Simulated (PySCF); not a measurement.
Isomers of C5H10O2Si. Method: PBE0-D3(BJ)/def2-SVP geometry optimisation, gas phase (PySCF). One conformer each; no zero-point energy, no entropy. No frequencies were run at this level. Point groups hold within 0.08 Å.

Question: Order them by energy at this level, lowest first, and give relative energies in kcal/mol.
A. `[CH2:1]=[CH:2][CH2:3][Si:4]([OH:5])([OH:6])[CH:7]=[CH2:8]` with C1–C2–C3–Si4 -106°, C2–C3–Si4–O5 -60°, C3–Si4–O5–H 178°, C3–Si4–O6–H -68°, C3–Si4–C7–C8 137°
B. `[CH2:1]=[CH:2][CH2:3][CH2:4][C:5](=[O:6])[O:7][SiH3:8]` with C1–C2–C3–C4 103°, C2–C3–C4–C5 -73°, C3–C4–C5–O6 -23°, C4–C5–O7–Si8 179°
C. `[O:1]=[C:2]([OH:3])[SiH:4]1[CH2:5][CH2:6][CH2:7][CH2:8]1` with O1–C2–O3–H 0°, O1–C2–Si4–C5 -138°, C2–Si4–C5–C6 -124°, Si4–C5–C6–C7 34°, C5–C6–C7–C8 -51°, C6–C7–C8–Si4 40°

Answer: A (0.0), C (11.3), B (20.1).

As drawn, the lowest has an O–H bond and an Si–C bond, which the highest lacks; the highest has a C=O bond and a C(=O)–O unit, which the lowest lacks.

```csv
SMILES,E (Eh),E rel (kcal/mol),dipole (D),point group,"A, B, C (MHz)"
C=CC[Si](O)(O)C=C,-635.69333,0.0,1.97,C1,"2217, 1202, 986.1"
O=C(O)[SiH]1CCCC1,-635.67531,11.3,2.18,C1,"3147, 1091, 1090"
C=CCCC(=O)O[SiH3],-635.66132,20.1,1.47,C1,"3577, 865.0, 783.3"
```
